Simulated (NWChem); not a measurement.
Molecule: CH3BrTe; SMILES C[Te]Br

Program: NWChem. Coordinates come from a PBE0/def2-SVP optimisation. Not confirmed as a minimum by frequencies. def2 effective core potentials on Te; no spin-orbit coupling. Ions are spin-unrestricted doublets at the neutral geometry; other ion states weren't tried.

What does the run give for CAM-B3LYP/def2-SVP? Quantities: vertical ionisation energy, ΔSCF (eV); −ε(HOMO) (eV).


```
Quantity                               Result
-------------------------------------  ------
vertical ionisation energy, ΔSCF (eV)    8.33
−ε(HOMO) (eV)                            7.29
```
